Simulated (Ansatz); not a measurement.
Molecule: sum formula HSiO, charge 1, multiplicity 1. It need not be the lowest isomer of its formula. 
Coordinates optimised at B3LYP-D3(BJ)/def2-TZVP (Ansatz, a program for electronic structure):
```
O
H 1 0.9669
Si 1 1.5433 2 180.00
```
Charge +1, spin multiplicity 1.

Parts of the frozen-core correlation energy in cc-pV(D+d)Z (Ansatz, hartree). Frozen orbitals: 6; correlated occupied orbitals by spin: 5 and 5; virtual: 31 and 31. Spin-orbit coupling is left out. No relativistic terms.

```
term                            value
-------------------------  ----------
reference (HF)             -364.13343
MP2 opposite-spin            -0.18847
MP2 same-spin                -0.06161
CCSD correlation             -0.26669
(T)                          -0.00719
CCSDT minus CCSD(T)          -0.00055
CCSDT(Q) minus CCSD(T)       -0.00143
T1 diagnostic                   0.020
largest doubles amplitude       0.104
```
